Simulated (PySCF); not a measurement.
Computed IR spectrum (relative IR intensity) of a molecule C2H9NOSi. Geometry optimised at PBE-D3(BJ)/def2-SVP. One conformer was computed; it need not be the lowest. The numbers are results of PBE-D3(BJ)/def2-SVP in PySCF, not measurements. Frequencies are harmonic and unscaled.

Lines under 2 % of the strongest are left out, and lines within 2 cm⁻¹ are merged.

```
ν (cm⁻¹)  relative intensity
--------  ------------------
73                       9.3
79                       5.8
156                      2.6
241                       23
269                       38
315                       27
339                      5.3
450                       86
610                      6.0
640                       19
735                       32
772                       52
799                       76
836                       63
868                       55
907                       68
948                       12
958                       37
1027                      13
1213                     3.9
1379                     2.7
1423                     4.0
1428                     3.3
1498                      23
2137                     100
2957                      13
2965                      20
3004                     6.2
3045                      15
3059                      11
3482                     9.9
3575                      12
3750                      22
```

Q: Which molecule gave these data?
A. CO[Si@H](C)N
B. CC[Si@@H](N)O
C. C[Si@H](O)CN
D. C[Si](C)(N)O

A: B, CC[Si@@H](N)O
